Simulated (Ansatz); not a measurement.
CH₂ (SMILES [CH2]), triplet, at a GFN2-xTB geometry. Base run: B3LYP/def2-TZVP run with Ansatz (an electronic-structure program).

Here is a job for Ansatz.
Ansatz 0.2 input:
```yaml
crystal:
  periodic: [false, false, false]
  atoms:
    - {symbol: C, position_ang: [-0.00086561, 0.10089553, 0.01170220]}
    - {symbol: H, position_ang: [-0.97847113, -0.31231328, -0.02467531]}
    - {symbol: H, position_ang: [0.98366479, -0.29305989, -0.04553788]}
basis:
  gaussian:
    orbitals: def2-TZVP
hamiltonian:
  xc: b3lyp
magnetization: {spin_polarized: true, initial_magnetization: 2}
```

Variants of this job, named by their change:

| change | ΔE vs base (eV) |
|---|---|
| base | 0.00 |
| occupation = up:A1:4 B1:1 down:A1:2 B2:1 | 12.81 |
| occupation = up:A1:2 B1:1 B2:2 down:A1:2 B2:1 | 9.67 |
| occupation = up:A1:3 B1:1 B2:1 down:A1:2 B2:1 | 0.00 |
| occupation = up:A1:2 B1:1 B2:1 A2:1 down:A1:2 B2:1 | 21.62 |
| occupation = up:A1:3 B1:2 down:A1:2 B2:1 | 17.20 |
| symmetry_tolerance_ang = 0.01 | 0.00 |
